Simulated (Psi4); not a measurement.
A dimer, BF3 ··· CH3Br (SMILES FB(F)F and CBr); the first 4 atoms form monomer A.

```
9

F      1.1917    -0.5584     0.0001
B      0.0001     0.0000    -0.0001
F     -1.0789    -0.7526    -0.0002
F     -0.1130     1.3109     0.0002
C      1.6930     1.4047    -2.6126
Br     0.2212     0.1474    -2.9029
H      1.2624     2.3457    -2.2892
H      2.2199     1.5167    -3.5536
H      2.3381     0.9849    -1.8489
```

Q: What interaction energy does Psi4 with SAPT0/jun-cc-pVDZ, frozen core give, and which attractive term is the largest?

A: Total -1.14 kcal/mol: electrostatics -8.55, exchange 13.47, induction -2.69, dispersion -3.37. The most attractive term is electrostatics.
